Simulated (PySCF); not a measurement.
Br4Ti (SMILES [Br][Ti]([Br])([Br])[Br]), singlet, geometry from GFN2-xTB (such geometries of metal compounds can be far from the true shape), with bond 4-1 at 1.6 times its length; DF-HF/def2-SVP in PySCF.

The PySCF input:
```python
from pyscf import gto, scf

mol = gto.M(
    atom='''
Ti    0.00000000   -0.00000000   -0.00000000
Br    1.83794983   -0.53139887   -1.35186813
Br    0.72230671    0.33639849    2.20297545
Br   -1.62476555    3.12846296   -1.27362296
Br   -1.54477807   -1.76028897   -0.05509298
''',
    basis='def2-svp',
    verbose=4,
)

mf = scf.RHF(mol)
mf.DIIS = scf.EDIIS
mf = mf.density_fit(auxbasis='def2-universal-jkfit')
mf.kernel()
```

Output, abridged:

```
PySCF version 2.14.0

[INPUT] verbose = 4
[INPUT] num. atoms = 5
[INPUT] num. electrons = 162
[INPUT] charge = 0
[INPUT] spin (= nelec alpha-beta = 2S) = 0
[INPUT] symmetry False subgroup None
[INPUT] Mole.unit = angstrom
[INPUT] Symbol           X                Y                Z      unit          X                Y                Z       unit  Magmom
[...]
nuclear repulsion = 1524.80511422437
number of shells = 59
number of NR pGTOs = 369
number of NR cGTOs = 159
basis = def2-svp
ecp = {}

******** <class 'pyscf.df.df_jk.DFRHF'> ********
method = DFRHF
initial guess = minao
damping factor = 0
level_shift factor = 0
DIIS = <class 'pyscf.scf.diis.EDIIS'>
diis_start_cycle = 1
diis_space = 8
diis_damp = 0
SCF conv_tol = 1e-09
SCF conv_tol_grad = None
SCF max_cycles = 50
direct_scf = False
Set gradient conv threshold to 3.16228e-05
Initial guess from minao.
******** <class 'pyscf.df.df.DF'> ********
auxbasis = def2-universal-jkfit
init E= -11132.3221710461
[...]
cycle= 1 E= -11136.3261387553  delta_E=   -4  |g|= 0.942  |ddm|= 2.63
[...]
cycle= 2 E= -11119.4221054245  delta_E= 16.9  |g|= 7.03  |ddm|= 5.22
[...]
cycle= 3 E= -11135.3001532943  delta_E= -15.9  |g|=  2.1  |ddm|= 6.37
[...]
cycle= 4 E= -11135.3886494821  delta_E= -0.0885  |g|=    2  |ddm|= 0.183
[...]
cycle= 5 E= -11135.3886497463  delta_E= -2.64e-07  |g|=    2  |ddm|= 4.52e-07
[...]
cycle= 6 E= -11135.2540177352  delta_E= 0.135  |g|= 2.14  |ddm|= 0.204
[...]
cycle= 7 E= -11135.3000753151  delta_E= -0.0461  |g|=  2.1  |ddm|= 0.0801
[...]
cycle= 8 E= -11135.3901170457  delta_E= -0.09  |g|=    2  |ddm|= 0.187
[...]
cycle= 9 E= -11135.3901170206  delta_E= 2.51e-08  |g|=    2  |ddm|= 4.29e-08
[...]
cycle= 10 E= -11135.3901170442  delta_E= -2.36e-08  |g|=    2  |ddm|= 4.04e-08
[...]
cycle= 11 E= -11112.6129597533  delta_E= 22.8  |g|= 7.41  |ddm|=  7.1
[...]
cycle= 12 E= -11134.7748426107  delta_E= -22.2  |g|= 2.58  |ddm|= 7.59
[...]
cycle= 13 E= -11134.7782655525  delta_E= -0.00342  |g|= 2.58  |ddm|= 0.0793
[...]
cycle= 14 E= -11134.7782654645  delta_E= 8.8e-08  |g|= 2.58  |ddm|= 1.26e-07
[...]
cycle= 15 E= -11134.7782655765  delta_E= -1.12e-07  |g|= 2.58  |ddm|= 1.61e-07
[...]
cycle= 16 E= -11134.7782655593  delta_E= 1.72e-08  |g|= 2.58  |ddm|= 2.48e-08
[...]
cycle= 17 E= -11134.7782655363  delta_E= 2.3e-08  |g|= 2.58  |ddm|= 3.3e-08
[...]
cycle= 18 E= -11134.7782655704  delta_E= -3.4e-08  |g|= 2.58  |ddm|= 4.89e-08
[...]
cycle= 19 E= -11134.7782655972  delta_E= -2.69e-08  |g|= 2.58  |ddm|= 3.86e-08
[...]
[...]
cycle= 22 E= -11134.5792261272  delta_E= -0.00967  |g|= 2.75  |ddm|= 0.0257
[...]
cycle= 23 E= -11134.5792260795  delta_E= 4.77e-08  |g|= 2.75  |ddm|= 6.5e-08
[...]
cycle= 24 E= -11134.579226077  delta_E= 2.45e-09  |g|= 2.75  |ddm|= 3.33e-09
[...]
cycle= 25 E= -11134.5792261211  delta_E= -4.41e-08  |g|= 2.75  |ddm|= 6.01e-08
[...]
cycle= 26 E= -11134.5792261118  delta_E= 9.34e-09  |g|= 2.75  |ddm|= 1.27e-08
[...]
cycle= 27 E= -11134.5792257307  delta_E= 3.81e-07  |g|= 2.75  |ddm|= 5.19e-07
[...]
cycle= 28 E= -11134.5792261218  delta_E= -3.91e-07  |g|= 2.75  |ddm|= 5.33e-07
[...]
cycle= 29 E= -11109.9139201476  delta_E= 24.7  |g|= 7.34  |ddm|= 8.31
[...]
cycle= 30 E= -11134.5248430621  delta_E= -24.6  |g|= 2.79  |ddm|= 8.34
[...]
cycle= 31 E= -11134.5277607009  delta_E= -0.00292  |g|= 2.79  |ddm|= 0.0071
[...]
cycle= 32 E= -11134.5277606177  delta_E= 8.32e-08  |g|= 2.79  |ddm|= 1.12e-07
[...]
cycle= 33 E= -11134.5277607156  delta_E= -9.79e-08  |g|= 2.79  |ddm|= 1.32e-07
[...]
cycle= 34 E= -11134.5277612364  delta_E= -5.21e-07  |g|= 2.79  |ddm|= 7e-07
[...]
cycle= 35 E= -11134.5277610923  delta_E= 1.44e-07  |g|= 2.79  |ddm|= 1.94e-07
[...]
cycle= 36 E= -11134.527760666  delta_E= 4.26e-07  |g|= 2.79  |ddm|= 5.73e-07
[...]
cycle= 37 E= -11134.5277609594  delta_E= -2.93e-07  |g|= 2.79  |ddm|= 3.94e-07
[...]
cycle= 38 E= -11109.7813244475  delta_E= 24.7  |g|= 7.35  |ddm|= 8.38
[...]
cycle= 39 E= -11134.5139374859  delta_E= -24.7  |g|=  2.8  |ddm|= 8.38
[...]
cycle= 40 E= -11134.5147667916  delta_E= -0.000829  |g|=  2.8  |ddm|= 0.00192
[...]
cycle= 41 E= -11134.5147667963  delta_E= -4.79e-09  |g|=  2.8  |ddm|= 6.43e-09
[...]
cycle= 42 E= -11134.5147665798  delta_E= 2.17e-07  |g|=  2.8  |ddm|= 2.9e-07
[...]
cycle= 43 E= -11134.514766802  delta_E= -2.22e-07  |g|=  2.8  |ddm|= 2.97e-07
[...]
cycle= 44 E= -11134.5147667953  delta_E= 6.7e-09  |g|=  2.8  |ddm|= 8.97e-09
[...]
cycle= 45 E= -11134.5147665735  delta_E= 2.22e-07  |g|=  2.8  |ddm|= 2.97e-07
[...]
cycle= 46 E= -11134.5147668089  delta_E= -2.35e-07  |g|=  2.8  |ddm|= 3.15e-07
[...]
cycle= 47 E= -11109.7481023178  delta_E= 24.8  |g|= 7.35  |ddm|=  8.4
[...]
cycle= 48 E= -11134.5111994116  delta_E= -24.8  |g|=  2.8  |ddm|=  8.4
[...]
cycle= 49 E= -11134.5114312429  delta_E= -0.000232  |g|=  2.8  |ddm|= 0.000523
[...]
cycle= 50 E= -11134.5114307571  delta_E= 4.86e-07  |g|=  2.8  |ddm|= 6.5e-07
SCF not converged.
SCF energy = -11134.5114307571
```

The run did not converge; its last values are not results.
